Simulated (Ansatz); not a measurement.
Species: C$_{5}$H$_{11}$O, net charge 0, doublet state. It need not be the lowest isomer of its formula. SMILES: [CH2]CCCCO
Structure (B3LYP-D3(BJ)/def2-TZVP (Ansatz, a first-principles code) minimum search):
```xyz
17

C      3.2117     0.1792     0.0780
C      1.8976    -0.3995     0.4527
C      0.7050     0.2918    -0.2119
C     -0.6398    -0.2913     0.2128
C     -1.8190     0.3961    -0.4596
O     -3.0798    -0.1023    -0.0246
H      4.1274    -0.3772     0.2223
H      3.2923     1.2139    -0.2288
H      1.7627    -0.3499     1.5464
H      1.8806    -1.4708     0.2190
H      0.8125     0.2224    -1.2989
H      0.7321     1.3593     0.0314
H     -0.7598    -0.2113     1.2972
H     -0.6648    -1.3614    -0.0275
H     -1.7265     0.3179    -1.5510
H     -1.8263     1.4589    -0.2104
H     -3.1252    -1.0414    -0.2343
```
Charge 0, spin multiplicity 2.

Property: atomisation energy (electronic, to ground-state atoms); the coupled-cluster value holds the core correlation from cc-pwCVTZ, in kcal/mol. Correlated levels leave the core frozen unless marked. UHF or UKS for open shells. Spin-orbit coupling is left out. No relativistic terms. CBS(X,Y): correlation extrapolated as X^-3; Hartree-Fock from the larger set. The bracket is a focal-point correction in the basis named.

Level to compare with: RI-MP2/CBS(cc-pVTZ,cc-pVQZ)+[CCSD(T)-MP2]/cc-pVTZ plus the core term (Ansatz), 1590.0 kcal/mol. It is a level with limits of its own, and the differences hold the functionals' basis error too.

Question: Rank these functionals by how close they come to RI-MP2/CBS(cc-pVTZ,cc-pVQZ)+[CCSD(T)-MP2]/cc-pVTZ, closest first: PBE/def2-TZVPD (Ansatz); r2SCANh/def2-TZVPD (Ansatz); CAM-B3LYP/def2-TZVPD (Ansatz).

Answer: CAM-B3LYP/def2-TZVPD (range-separated hybrid, 1585.5 kcal/mol, difference -4.5), r2SCANh/def2-TZVPD (hybrid meta-GGA, 1580.1 kcal/mol, difference -9.9), PBE/def2-TZVPD (GGA, 1608.9 kcal/mol, difference 18.9)
